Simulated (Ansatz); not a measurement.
Ansatz results at the PBE0-D4/def2-TZVP geometry: HOMO energy (PBE0/def2-TZVPP) -7.43 eV; HOMO energy (B3LYP/def2-TZVPP) -7.19 eV; size of the dipole moment (PBE/def2-TZVPP) 0.63 D.

Each molecule was computed in one conformer, which needn't be the lowest.

Q: Which molecule gave them?
A. `C=C(I)NC`
B. `C=[C](S)[AlH][OH]`
C. `[SiH3][SiH2]O[SiH2]S`
D. `OBSCO`

A: D. The others give `C=C(I)NC`: -6.22, -6.01, 2.24; `[SiH3][SiH2]O[SiH2]S`: -7.79, -7.53, 0.65; `C=[C](S)[AlH][OH]`: -6.46, -6.24, 1.83.

B3LYP here is the variant with VWN-RPA as its local correlation; programs differ in this.
